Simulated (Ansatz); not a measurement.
Ansatz (a quantum-chemistry and plane-wave program) input:

Ansatz 0.2 input:
```yaml
crystal:
  periodic: [false, false, false]
  atoms:
    - {symbol: B, position_ang: [0.06459448, -0.00378745, 0.01841585]}
    - {symbol: O, position_ang: [1.23730038, -0.38652866, 0.28228116]}
    - {symbol: H, position_ang: [-0.81396591, -0.69209062, -0.59820806]}
    - {symbol: H, position_ang: [-0.42712742, 1.13127629, 0.32727579]}
basis:
  gaussian:
    orbitals: def2-TZVP
hamiltonian:
  xc: b3lyp
  dispersion: d3bj
total_charge: -1
relax: {f_tol: 0.002, max_steps: 150}
```

**Question.** Predict the final energy.

**Answer.** -101.37685 Eh (B3LYP-D3(BJ)/def2-TZVP). The basis has 74 functions.

It need not be the lowest isomer of its formula. Whether it binds its extra electron was not tested at this geometry.
